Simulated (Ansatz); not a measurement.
Compare A (`O=C1CBC1`) with its isomer B (`C#CBCO`).

Isolated molecules relaxed with PBE0-D4/def2-TZVP in Ansatz; ΔE leaves out vibrations. CCSD(T)/CBS is the MP2 limit (def2-TZVPP, def2-QZVPP) plus CCSD(T) − MP2 in def2-TZVPP, frozen cores. Functionals use def2-TZVPP. B3LYP here is the variant with VWN-RPA as its local correlation; programs differ in this. Each species was taken in one conformer, which may not be the lowest.

Which isomer does CCSD(T)/CBS put lower? Give the gap. (Estimate.)

The calculation gave: A, by 17.5 kcal/mol.

Give E(B) − E(A) in kcal/mol with CCSD(T)/def2-SVP, B3LYP-D4, MP2/def2-TZVPP, r2SCAN-D4, PBE-D4, BLYP-D4, HF/def2-TZVPP. (Best estimate.)

The calculation gave: CCSD(T)/def2-SVP 23.9, B3LYP-D4 18.1, MP2/def2-TZVPP 18.5, r2SCAN-D4 22.9, PBE-D4 24.0, BLYP-D4 16.4, HF/def2-TZVPP 17.0. None reverses the order clearly.

Does the order hold for the free energy at 298.15 K (harmonic terms from PBE0-D4)? (Best estimate.)

Computed: Yes: G(B) − G(A) = +15.9 kcal/mol, for one conformer each.

Largest T1 diagnostic: 0.014.

From BLYP to BHLYP (50 % exact exchange), in def2-TZVPP and without D4, E(B) − E(A) moves by +3.3 kcal/mol. In def2-TZVPP, CCSD(T) changes the Hartree–Fock value by +1.5 kcal/mol (the triples alone add +0.1 kcal/mol) and MP2 by +1.6 kcal/mol.
